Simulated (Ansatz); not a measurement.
Reaction (formal exchange of groups at the Si–Br bond): `C[Si](O)(Cl)Br` + SiH₄ → `C[Si](O)([SiH3])Cl` + HBr

Computed with Ansatz on PBE0-D4/def2-TZVP structures; ΔE is electronic, products minus reactants. CCSD(T)/CBS adds triple-zeta CCSD(T) − MP2 to the extrapolated MP2 energy (def2 sets, frozen cores). This one scheme is used for every species. For Br outer-core shells are correlated without core-valence functions, which leaves a few kJ/mol of doubt a bond. Scalar relativity is left out up to krypton. Each species was taken in one conformer, which may not be the lowest.

```json
{"species": "`C[Si](O)(Cl)Br`", "HF/def2-TZVPP energy (Eh)": "-3436.16730"}
{"species": "SiH₄", "HF/def2-TZVPP energy (Eh)": "-291.25838"}
{"species": "`C[Si](O)([SiH3])Cl`", "HF/def2-TZVPP energy (Eh)": "-1154.37652"}
{"species": "HBr", "HF/def2-TZVPP energy (Eh)": "-2573.00153"}
```

Problem. Work out ΔE.

Solution. ΔE = (-1154.37652) + (-2573.00153) − (-3436.16730) − (-291.25838) = 0.04763 Eh = +125.1 kJ/mol. CCSD(T)/CBS gives +113.8 kJ/mol.

Problem. What do rigid-rotor, harmonic-oscillator terms from PBE0-D4/def2-TZVP frequencies (298.15 K, 1 bar) make of the CCSD(T)/CBS value? (An estimate is asked.)

Solution. The calculation gave: ΔZPE = -4.4 kJ/mol, ΔH = +111.6 kJ/mol, ΔS = 15 J/(mol·K), ΔG = +107.1 kJ/mol.

Largest T1 diagnostic among the species: 0.011.

From PBE to PBE0 (25 % exact exchange), in def2-TZVPP and without D4, ΔE moves by +5.9 kJ/mol. At CCSD(T), def2-SVP lies −5.5 kJ/mol from the extrapolated value and def2-TZVPP −3.6 kJ/mol.
